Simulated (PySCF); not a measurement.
## [BeH3]-: one-bond stretch

Level of theory: PBE0 in PySCF with Be def2-TZVPD, H def2-TZVPD; no relativity; density-fitted integrals.

Rigid scan from the singlet minimum (Be–H 1.426 Å (×3); H–Be–H 120.0° (×3)). Coordinate: the bond from Be to the last atom (H) scaled, the rest fixed. Energies in kJ/mol from the minimum.

Predict the curve at 0.92, 0.96, 1.00, 1.05, 1.12, 1.20, 1.35, 1.55, 1.80, 2.20.


| scale of one bond | E (kJ/mol) | dipole size (D, about the centre of mass) |
| --- | --- | --- |
| 0.92 | 7.1 | 0.35 |
| 0.96 | 1.6 | 0.18 |
| 1.00 | 0.0 | 0.00 |
| 1.05 | 2.1 | 0.23 |
| 1.12 | 10.6 | 0.58 |
| 1.20 | 25.2 | 0.99 |
| 1.35 | 59.1 | 1.81 |
| 1.55 | 105.8 | – |
| 1.80 | 157.0 | – |
| 2.20 | 217.8 | – |

Other isomers or separated fragments may lie lower.
